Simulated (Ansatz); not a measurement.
V2O2, relaxed as a triplet with UKS r2SCAN-D4/def2-SVP in Ansatz, starting from the r2SCAN-D4/def2-SVP geometry of the neutral singlet. Force threshold 0.02 eV/Å.

The charge 0 triplet is spin-contaminated (final ⟨S²⟩ up to 2.66, 2.00 for a pure state). At r2SCAN-D4/def2-SVP a quintet of charge 0 lies 0.25 eV below the triplet, each at its own geometry. The structure comes from a short search, and lower isomers may exist.

Start:

```xyz
4

V    -0.657    0.580   -0.291
V     0.657   -0.581    0.291
O    -0.332    0.364    1.477
O     0.332   -0.363   -1.477
```

Estimate the energy that the relaxation releases and the steps that it takes.

44.3 kJ/mol, in 14 steps; 3.7 min on 4 threads of Arm Neoverse V2 on a shared host. The force fell under the threshold at step 13, but the optimiser went on. No frequencies were taken in this run, so the end may be a saddle point.

Does the start keep its bonding and symmetry?

By distances, no bond broke or formed. The bond that changes most is V2–O3, from 1.81 to 1.82 Å (atoms count from 1). Point group D2h at the start, C2v at the end, both within 0.05 Å.

Predict the relaxed structure.


| atom | x (Å) | y (Å) | z (Å) |
| --- | --- | --- | --- |
| V1 | -0.851 | 0.522 | -0.320 |
| V2 | 0.626 | -0.777 | 0.332 |
| O3 | -0.196 | 0.465 | 1.368 |
| O4 | 0.421 | -0.211 | -1.380 |
Bond lengths (bridged metal pairs left out): 4 × O–V 1.81 to 1.82 Å.
